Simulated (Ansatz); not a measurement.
Harmonic frequencies (cm⁻¹) at PBE0-D4/def2-TZVP from Ansatz: 84, 138, 251, 362, 384, 530, 621, 648, 682, 850, 1561, 1959, 1973, 3576, 3681.

Each molecule was computed in one conformer, which needn't be the lowest.

Problem. Which molecule is it?
A. `F[C@H]1B[C@@H]1F`
B. `C[SiH]1SS1`
C. `N=C[SiH]1C=N1`
D. `[NH2][SnH2][Br]`

Solution. D.
